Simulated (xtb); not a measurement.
H2O2, charge +1, doublet, geometry from GFN2-xTB (a state made from the parent by changing its charge; the spin is typed, not shown lowest); xtb with GFN0-xTB.

Input for xtb:
```
$ xtb mol.xyz --gfn 0 --chrg 1 --uhf 1 --etemp 10 --json

# file mol.xyz
4

O      0.00029017     0.64522356    -0.01214168
O     -0.00029017    -0.64522356     0.01214168
H      0.94311055     0.99403527    -0.03396231
H     -0.94311055    -0.99403527     0.03396231
```

Task: Predict the main parts of the log of this xtb run.

Result: 
```
   ID    Z sym.   atoms
    1    8 O      1, 2
    2    1 H      3, 4

           -------------------------------------------------
          |                Calculation Setup                |
           -------------------------------------------------

           -------------------------------------------------
          |                 G F N 0 - x T B                 |
           -------------------------------------------------

          ...................................................
          :                      SETUP                      :
          :.................................................:
          :  # basis functions                  12          :
          :  # atomic orbitals                  12          :
          :  # shells                            8          :
          :  # electrons                        13          :
          :  electronic temp.           10.0000000     K    :
          :  accuracy                    1.0000000          :
          :  -> integral cutoff          0.2500000E+02      :
          :  -> integral neglect         0.1000000E-07      :
          ...................................................

         :::::::::::::::::::::::::::::::::::::::::::::::::::::
         ::                     SUMMARY                     ::
         :::::::::::::::::::::::::::::::::::::::::::::::::::::
         :: total energy              -5.742409582703 Eh    ::
         :: gradient norm              0.037030533764 Eh/a0 ::
         :: HOMO-LUMO gap              4.555632007987 eV    ::
         ::.................................................::
         :: H0 energy                 -7.233277616807 Eh    ::
         :: repulsion energy           0.026738241013 Eh    ::
         :: electrostat energy         1.464290860345 Eh    ::
         :: -> Gsolv                   0.000000000000 Eh    ::
         ::    -> Gsasa                0.000000000000 Eh    ::
         ::    -> Gshift               0.000000000000 Eh    ::
         :: dispersion energy         -0.000161067254 Eh    ::
         :: short-range corr.          0.000000000000 Eh    ::
         :: add. restraining           0.000000000000 Eh    ::
         :: total charge               1.000000000000 e     ::
         :::::::::::::::::::::::::::::::::::::::::::::::::::::

           -------------------------------------------------
          |                Property Printout                |
           -------------------------------------------------

    * Orbital Energies and Occupations

         #    Occupation            Energy/Eh            Energy/eV
      -------------------------------------------------------------
         1        2.0000           -0.7222748             -19.6541
         2        2.0000           -0.6789854             -18.4761
         3        2.0000           -0.5595563             -15.2263
         4        2.0000           -0.5472325             -14.8910
         5        2.0000           -0.4923703             -13.3981
         6        2.0000           -0.4380657             -11.9204
         7        1.0000           -0.3563075              -9.6956 (HOMO)
         8                         -0.1888911              -5.1400 (LUMO)
         9                         -0.1535148              -4.1774
        10                         -0.0344819              -0.9383
        11                          0.1597859               4.3480
        12                          0.2139562               5.8220
      -------------------------------------------------------------
                  HL-Gap            0.1674164 Eh            4.5556 eV
             Fermi-level            0.0000000 Eh            0.0000 eV

     #   Z          covCN         q      C6AA      α(0)
     1   8 O        1.772    -0.005    14.410     5.137
     2   8 O        1.772    -0.005    14.410     5.137
     3   1 H        0.798     0.505     0.333     0.906
     4   1 H        0.798     0.505     0.333     0.906

 Mol. C6AA /au·bohr⁶  :         76.166451
 Mol. C8AA /au·bohr⁸  :       1447.878747
 Mol. α(0) /au        :         12.086177

Wiberg/Mayer (AO) data.
largest (>0.10) Wiberg bond orders for each atom

 ---------------------------------------------------------------------------
     #   Z sym  total        # sym  WBO       # sym  WBO       # sym  WBO
 ---------------------------------------------------------------------------
     1   8 O    2.514 --     2 O    1.512     3 H    0.986
     2   8 O    2.514 --     1 O    1.512     4 H    0.986
     3   1 H    1.014 --     1 O    0.986
     4   1 H    1.014 --     2 O    0.986
 ---------------------------------------------------------------------------

Topologies differ in total number of bonds
Writing topology from bond orders to xtbtopo.mol

 dipole moment from electron density (au)
     X       Y       Z
  -0.0000  -0.0000  -0.0000  total (Debye):    0.000

           -------------------------------------------------
          | TOTAL ENERGY               -5.742409582703 Eh   |
          | GRADIENT NORM               0.037030533764 Eh/α |
          | HOMO-LUMO GAP               4.555632007987 eV   |
           -------------------------------------------------

normal termination of xtb
```
